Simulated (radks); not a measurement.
The tellurium anion Te- inside a hard spherical wall (all orbitals vanish at R), configuration held at [Kr] 4d10 5s2 5p5 and not refilled when levels cross. All-electron calculation, scalar-relativistic Kohn-Sham, PBE, spin-polarised, spherical densities, point nucleus; open shells are filled with parallel spins first (spin-orbit coupling, left out, can overturn this in heavy ions). Program: a radial shooting solver on a logarithmic mesh with Libxc functionals. Eigenvalues in eV for spin up, with the zero of energy where the potential of the charges vanishes at infinity; a dash marks a level that is unbound or too diffuse for the functional's potential to be trusted. A positive occupied level is held by the wall or, in an anion where self-interaction has pushed it up, behind a barrier. The pressure on the wall is -dE/dV.

| R (bohr) | E (hartree) | kinetic (hartree) | e(4p) | e(4d) | e(5s) | e(5p) | e(6s, empty) | e(5d, empty) | pressure (GPa) |
|---|---|---|---|---|---|---|---|---|---|
| 20 | -6794.58240 | 7119.153 | -107.22 | -34.482 | -8.474 | 0.190 | 2.244 | 2.856 | < 0.0001 |
| 15 | -6794.58230 | 7119.154 | -107.20 | -34.461 | -8.454 | 0.208 | 2.797 | 3.910 | 0.000636 |
| 10 | -6794.57958 | 7119.170 | -106.95 | -34.219 | -8.234 | 0.405 | 4.317 | 6.125 | 0.0495 |
| 8 | -6794.56850 | 7119.230 | -106.41 | -33.674 | -7.770 | 0.838 | 6.239 | 7.916 | 0.433 |
| 5 | -6794.32475 | 7120.338 | -101.57 | -28.914 | -4.069 | 4.872 | 19.935 | 16.219 | 27.3 |
| 4 | -6793.72033 | 7122.739 | -95.421 | -22.955 | 0.887 | 10.895 | 38.868 | 26.074 | 163 |
| 3.5 | -6792.89469 | 7125.758 | -89.875 | -17.646 | 6.061 | 17.325 | 58.348 | 35.927 | 451 |
| 2.5 | -6786.46626 | 7147.747 | -66.096 | 5.000 | 36.639 | 54.561 | 160.74 | 87.365 | 5460 |
| 2 | -6772.83032 | 7192.508 | -36.305 | 34.979 | 91.247 | 117.76 | 311.34 | 163.95 | 27600 |
| 1.5 | -6721.32920 | 7346.966 | 36.735 | 114.92 | 270.38 | 311.67 | 715.86 | 372.52 | 207000 |
